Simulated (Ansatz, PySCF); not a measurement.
Cl5Sb, triplet, geometry from GFN2-xTB (a higher spin typed on purpose: for a closed-shell molecule this is an excited state) (core potentials on Sb). Base run: BHANDHLYP/def2-SVP in PySCF.

Here is a job for PySCF.
```python
from pyscf import gto, scf, dft

mol = gto.Mole()
mol.atom = '''
    Sb    0.029058   -0.233813   -0.168264
    Cl    2.465599    0.376450   -0.603069
    Cl    0.735301   -1.609775    1.858101
    Cl   -0.676301    1.135035   -2.199749
    Cl   -2.406599   -0.851190    0.261421
    Cl   -0.205173    1.650920    1.188089
'''
mol.basis = 'def2-svp'
mol.ecp = {'Sb': 'def2-svp'}
mol.charge = 0
mol.spin = 2
mol.verbose = 4
mol.build()

mf = dft.UKS(mol)
mf.xc = 'bhandhlyp'
mf.kernel()
```

The same geometry, method and basis name were run in Ansatz (a first-principles code) and PySCF, at each program's defaults and at the settings that a row names. The base is PySCF at its defaults. Differences at the defaults can come from grids, fitting, cores and function types together. The rows with settings made alike still differ; the cause (another SCF solution, basis table, core potential or functional code) wasn't traced.

```
code and settings                                                               ΔE vs base (mEh)  basis functions       E (Eh)  SCF cycles  dipole (D)
------------------------------------------------------------------------------  ----------------  ---------------  -----------  ----------  ----------
PySCF, defaults (exact integrals, its default grid, spherical functions)                   0.000              116  -2540.43937          14        1.76
Ansatz, defaults (factorised integrals, its default grid, spherical functions)            -4.340              116  -2540.44371           -           -
PySCF, density fitting with def2-universal-jkfit                                           0.071              116  -2540.43930          14        1.76
PySCF, fine grid                                                                           0.005              116  -2540.43936          14        1.76
Ansatz, high accuracy                                                                     -4.343              116  -2540.44371           -           -
```

Open shells are given as the SCF converged; they aren't shown to be the lowest states, and a large step between rows can be another state.
